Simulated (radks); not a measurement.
The numbers below are computed, except where a source is named.
Ionisation of Pd3+, [Kr] 4d7, to Pd4+, [Kr] 4d6, under several functionals. Non-relativistic Kohn-Sham, spin-polarised, spherical densities, point nucleus; open shells are filled with parallel spins first (spin-orbit coupling, left out, can overturn this in heavy ions); a radial shooting solver on a logarithmic mesh with Libxc functionals.

| functional | E(Pd3+) (hartree) | Exc (hartree) | IE (eV) | -e(HOMO) (eV) | <r> HOMO (bohr) | IE error (eV) |
|---|---|---|---|---|---|---|
| LDA (Slater exchange, VWN5 correlation) | -4933.00513 | -135.02625 | 48.599 | 41.137 | 1.303 | +2.599 |
| PBE | -4937.46500 | -139.55248 | 48.217 | 40.779 | 1.302 | +2.217 |
| SOGGA | -4934.81459 | -136.86945 | 48.095 | 40.659 | 1.300 | +2.095 |
| XLYP | -4938.47233 | -140.55774 | 48.187 | 40.737 | 1.309 | +2.187 |
| LDA (Slater exchange, Perdew-Zunger correlation) | -4932.98207 | -135.00262 | 48.647 | 41.176 | 1.303 | +2.647 |
| Tao-Mo meta-GGA | -4936.90685 | -138.99100 | 47.868 | 40.472 | 1.299 | +1.868 |
| AM05 | -4933.20776 | -135.24320 | 48.275 | 40.821 | 1.300 | +2.275 |

NIST Atomic Spectra Database: 46 eV (theoretical). Closest: Tao-Mo meta-GGA. The Delta-SCF values span 0.78 eV, the total energies 5.49 hartree. The highest occupied level is 4d. Relativity is left out here, which matters for elements this heavy. Open shells are spherical and high-spin; term and fine-structure splittings are not resolved.
